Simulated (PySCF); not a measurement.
In(F)(Br)(Me) (CH₃BrFIn), SMILES [CH3][In]([F])[Br]. Atoms are numbered in the order given.

```xyz
7

In    -0.0428     0.6653     0.0000
F     -1.9278     1.2031     0.0000
Br     0.1407    -1.8047     0.0000
C      1.5283     2.1104     0.0000
H      2.4991     1.5997     0.0000
H      1.4264     2.7366    -0.8968
H      1.4264     2.7366     0.8968
```

Coordinates come from a PBE0-D3(BJ)/def2-SVP optimisation. The def2 effective core potentials stand for the cores of In; spin–orbit coupling is left out.

The numbers are results of TDA-B3LYP/def2-SVPD run with PySCF, not measurements.

Vertical excitations. The molecule is in vacuum. State labels are in the subgroup Cs.

| state | symmetry | energy (eV) | λ (nm) | f | main pairs |
|---|---|---|---|---|---|
| S1 | A' | 4.91 | 252 | 0.030 | HOMO→LUMO 96 % |
| S2 | A" | 5.05 | 245 | 0.017 | HOMO−1→LUMO 98 % |
| S3 | A" | 5.29 | 235 | 0.002 | HOMO→LUMO+1 99 % |
| S4 | A' | 5.65 | 220 | 0.009 | HOMO−1→LUMO+1 76 %, HOMO−2→LUMO 19 % |
| S5 | A" | 5.94 | 209 | 0.003 | HOMO−2→LUMO+1 99 % |
| S6 | A' | 6.30 | 197 | 0.342 | HOMO−2→LUMO 51 %, HOMO−5→LUMO 25 %, HOMO−1→LUMO+1 13 % |
| S7 | A" | 6.66 | 186 | 0.013 | HOMO−4→LUMO 98 % |
| S8 | A' | 6.94 | 179 | 0.178 | HOMO−5→LUMO 62 %, HOMO−2→LUMO 13 % |
| S9 | A' | 7.05 | 176 | 0.089 | HOMO−3→LUMO 49 %, HOMO−4→LUMO+1 25 %, HOMO→LUMO+3 7 % |
| S10 | A" | 7.13 | 174 | 0.019 | HOMO−3→LUMO+1 96 % |
| T1 | A' | 4.47 | 277 | 0 | HOMO→LUMO 91 % |
| T2 | A" | 4.73 | 262 | 0 | HOMO−1→LUMO 98 % |
| T3 | A' | 4.89 | 254 | 0 | HOMO−2→LUMO 90 % |
| T4 | A" | 5.17 | 240 | 0 | HOMO→LUMO+1 98 % |
Triplets are in the Tamm–Dancoff approximation.
